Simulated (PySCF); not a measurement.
**Trend along the alkali metals: MBi molecules**

CCSD(T) with double-zeta basis sets in PySCF, for the lowest determinant that a PBE0 search found; no spin–orbit coupling. De refers to high-spin ground-configuration atoms.

```json
{"M": "Li", "basis": "def2-SVP", "reference, frozen orbitals": "UHF, 4", "state (unpaired electrons)": "triplet (π ↑↑)", "Re (Å)": "2.747", "ωe (cm⁻¹)": "347", "De (eV)": "1.01"}
{"M": "K", "basis": "def2-SVP", "reference, frozen orbitals": "ROHF, 9", "state (unpaired electrons)": "triplet (π ↑↑)", "Re (Å)": "3.497", "ωe (cm⁻¹)": "119", "De (eV)": "0.67"}
{"M": "Rb", "basis": "def2-SVP", "reference, frozen orbitals": "ROHF, 4", "state (unpaired electrons)": "triplet (π ↑↑)", "Re (Å)": "3.606", "ωe (cm⁻¹)": "89.9", "De (eV)": "0.59"}
{"M": "Cs", "basis": "def2-SVPD", "reference, frozen orbitals": "ROHF, 4", "state (unpaired electrons)": "triplet (π ↑↑)", "Re (Å)": "3.817", "ωe (cm⁻¹)": "74.0", "De (eV)": "0.70"}
```

Q: The row for M = Na is missing. Estimate Re, ωe and De as the mean of the rows for Li and K, and compare with the calculation.

A: The means are 3.122 Å, 233 cm⁻¹ and 0.84 eV. ROHF-CCSD(T) in def2-SVP gives NaBi as a triplet (π ↑↑) with Re = 3.063 Å, ωe = 174 cm⁻¹, De = 0.79 eV, so the estimate is off by +5.9 pm, +34 % and +0.05 eV.

The rows differ in basis set, which adds steps of its own.

Correlated steps freeze the inner cores (4 to 9 orbitals); shallow outer-core shells are correlated. UHF and ROHF references stand side by side, which adds small steps between rows. Correlated levels converge slowly with the basis: in double zeta they bind strong bonds too weakly, by up to about 1 eV, and carry superposition errors of some tenths. These are scalar-relativistic numbers at best; spin–orbit coupling would shift them, the dissociation energy most. States were picked by a PBE0 search and need not be the measured ground states.
